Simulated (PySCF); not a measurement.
Compound: C7H7OS (charge +1).
Structure used (GFN2-xTB), in Å, numbered top down from 1:
```
atom  x, y, z in Å
C1    -2.4779   -0.2404   -0.4548
C2    -1.5853    0.6449    0.3447
O3    -1.9560    1.5594    1.0264
C4    -0.0813    0.3508    0.2803
C5     0.4731   -0.6315   -0.5405
C6     1.8429   -0.8823   -0.5905
C7     2.7639   -0.1976    0.1639
S8     2.3760    1.0480    1.2446
C9     0.7030    1.1416    1.0980
H10   -3.5109    0.0495   -0.2779
H11   -2.3465   -1.2830   -0.1715
H12   -2.2626   -0.1376   -1.5173
H13   -0.1767   -1.2236   -1.1674
H14    2.2028   -1.6565   -1.2547
H15    3.8178   -0.4286    0.1015
H16    0.2103    1.8958    1.7038
```

The closed-shell SCF was solved with PySCF and density fitting under several settings on one GFN2-xTB geometry (grid level 2 and gas phase unless stated).

```
                                          settings  basis functions  SCF cycles     E (Eh)  HOMO (eV)  LUMO (eV)
                X3LYP/pcSseg-1, level shift 0.3 Eh              195          16  -743.8525     -11.78      -8.14
B97-2/MINI, IEF-PCM acetonitrile, start guess vsap               56          11  -739.2295      -9.75      -6.29
```

Estimate the row for these settings: PBE0/pcseg-1, IEF-PCM dichloromethane.

| settings | basis functions | SCF cycles | E (Eh) | HOMO (eV) | LUMO (eV) |
| --- | --- | --- | --- | --- | --- |
| PBE0/pcseg-1, IEF-PCM dichloromethane | 165 | 14 | -743.5394 | -8.74 | -4.17 |

Over all rows, what range does the HOMO–LUMO gap span?

From 3.46 eV (B97-2/MINI, IEF-PCM acetonitrile, start guess vsap) to 4.57 eV (PBE0/pcseg-1, IEF-PCM dichloromethane). The functional of the narrowest has 21 % exact exchange, that of the widest 25 % exact exchange.

Cycle counts include a coarse-grid stage where the run had one. One conformer (not necessarily the lowest) at the GFN2-xTB geometry, without vibrations or thermal averaging.
